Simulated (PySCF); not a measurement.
Cd(H)(NH2) (CdH3N), SMILES [NH2][CdH]. Heavy atoms are numbered as in [CdH:1][NH2:3]. Hydrogens are named by the atom that carries them.

Coordinates come from a B3LYP-D3(BJ)/def2-TZVP optimisation. The def2 effective core potentials stand for the cores of Cd; spin–orbit coupling is left out.

Calculation: PySCF with PBE/def2-TZVPD.

Mulliken values depend strongly on the basis, most of all with diffuse functions as here. ESP charges are fitted to the potential on shells at 1.4 to 2.0 van der Waals radii. Atomic charges (e), one atom of each kind:

```tsv
atom	Mulliken	ESP fit
Cd1 (CdH)	0.26	0.56
H on Cd1	-0.03	-0.24
N3 (NH2)	-0.63	-0.81
H on N3	0.20	0.25
```
